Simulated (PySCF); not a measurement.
## Dipole polarisabilities along group 12

Calculated with PySCF 2.14 for the ground configurations, without spin-orbit coupling: coupled response for Hartree-Fock and DFT. Mean α in bohr³, C₆ of like pairs in atomic units.

```json
{"species": "Zn [Ar] 3d10 4s2 (aug-cc-pwCVTZ-DK, spin-free X2C)", "α UHF": "50.77", "α PBE": "37.91", "α PBE0": "40.49", "α recommended (Schwerdtfeger and Nagle)": "38.67 ± 0.3", "C₆ UHF": "399.5", "C₆ PBE": "269.2", "C₆ PBE0": "293.9"}
{"species": "Cd [Kr] 4d10 5s2 (aug-cc-pwCVTZ-PP with ECP28MDF, ECP)", "α UHF": "63.77", "α PBE": "46.43", "α PBE0": "49.60", "α recommended (Schwerdtfeger and Nagle)": "46 ± 2", "C₆ UHF": "611.9", "C₆ PBE": "410.8", "C₆ PBE0": "445.3"}
{"species": "Hg [Xe] 4f14 5d10 6s2 (aug-cc-pwCVTZ-PP with ECP60MDF, ECP)", "α UHF": "44.94", "α PBE": "35.12", "α PBE0": "36.53", "α recommended (Schwerdtfeger and Nagle)": "33.91 ± 0.34", "C₆ UHF": "444.3", "C₆ PBE": "341.0", "C₆ PBE0": "354.9"}
```

Hartree-Fock lacks correlation. All values carry a basis error.
